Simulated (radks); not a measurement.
Initial-state core-level shifts of the lead ion Pb2+ when its valence configuration changes from [Hg]. Method: Dirac Kohn-Sham, LDA (Slater exchange, Perdew-Wang correlation), spin-unpolarised, spherical densities, point nucleus; open shells fill j = l - 1/2 first; computed with a radial shooting solver on a logarithmic mesh with Libxc functionals. Shifts are changes of the shell-averaged eigenvalues in eV (positive: less bound).

[
 {"valence": "[Xe] 4f14 5d10 6s1.5 6p0.5", "2s": "-0.640", "3d": "-0.646", "4p": "-0.649", "4d": "-0.649"},
 {"valence": "[Xe] 4f13.5 5d10 6s2 6p0.5", "2s": "-10.666", "3d": "-11.681", "4p": "-9.981", "4d": "-9.676"},
 {"valence": "[Xe] 4f13 5d10 6s1.5 6p1.5", "2s": "-22.174", "3d": "-24.227", "4p": "-20.728", "4d": "-20.115"},
 {"valence": "[Xe] 4f13.5 5d10 6s1.5 6p1", "2s": "-11.294", "3d": "-12.314", "4p": "-10.617", "4d": "-10.312"},
 {"valence": "[Xe] 4f12 5d10 6s1.5 6p2.5", "2s": "-44.979", "3d": "-49.148", "4p": "-41.728", "4d": "-40.490"},
 {"valence": "[Xe] 4f14 5d9 6s2 6p1", "2s": "-5.886", "3d": "-5.838", "4p": "-5.727", "4d": "-5.724"},
 {"valence": "[Xe] 4f14 5d8 6s1.5 6p2.5", "2s": "-12.849", "3d": "-12.741", "4p": "-12.492", "4d": "-12.482"},
 {"valence": "[Xe] 4f14 5d10 6s1 6p1", "2s": "-1.272", "3d": "-1.284", "4p": "-1.290", "4d": "-1.289"},
 {"valence": "[Xe] 4f14 5d9.5 6s1.5 6p1", "2s": "-3.554", "3d": "-3.539", "4p": "-3.489", "4d": "-3.487"}
]
